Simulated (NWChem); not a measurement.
Species: GeHCl, singlet; SMILES [Cl][GeH]

```xyz
3

Ge    -0.0173    -0.7563     0.0000
H      1.5796    -0.8696     0.0000
Cl    -0.0028     1.4254     0.0000
```
Atoms are numbered in this order, from 1.

All runs: NWChem. Pople sets run with spherical d functions. Low-valent species are run as closed-shell singlets; no triplet was tried in these runs. Structure relaxed at the PBE0-D3(BJ)/def2-TZVP level. Vzz is the largest principal value of the second derivative of the potential at the nucleus (NWChem prints the opposite sign); η is the asymmetry. Non-relativistic.

| level | Vzz Ge1 (a.u.) | η Ge1 | Vzz Cl3 (a.u.) | η Cl3 |
|---|---|---|---|---|
| PBE/def2-TZVP | 4.039 | 0.96 | -1.731 | 0.83 |
| PBE/def2-SVP | 3.490 | 0.96 | -1.697 | 0.81 |
| B3LYP/6-31G* | 3.364 | 0.98 | -1.590 | 0.92 |
| B3LYP/def2-SVP | [?] | 0.95 | [?] | 0.89 |

Some entries are withheld; supply them.


- B3LYP/def2-SVP, Vzz Ge1 (a.u.): 3.578
- B3LYP/def2-SVP, Vzz Cl3 (a.u.): -1.658
